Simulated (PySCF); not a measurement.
ScO₂, SMILES [O]=[Sc]=[O] (connectivity only; charge and spin as stated), neutral, multiplicity 2. Atoms are numbered in the order given.

```xyz
3

Sc     0.0000     0.0000     0.3302
O      0.0000     1.6002    -0.4334
O      0.0000    -1.6002    -0.4334
```
Charge 0, spin multiplicity 2.

Coordinates come from a PBE-D3(BJ)/def2-TZVP optimisation.

The numbers are results of PySCF with M06-2X/def2-TZVPD, not measurements.

Mulliken values depend strongly on the basis, most of all with diffuse functions as here. ESP charges are fitted to the potential on shells at 1.4 to 2.0 van der Waals radii. Atomic charges (e):

```
atom  Mulliken  ESP fit  Mulliken spin
----  --------  -------  -------------
Sc1       1.50     1.55          -0.24
O2       -0.75    -0.77           0.62
O3       -0.75    -0.77           0.62
```
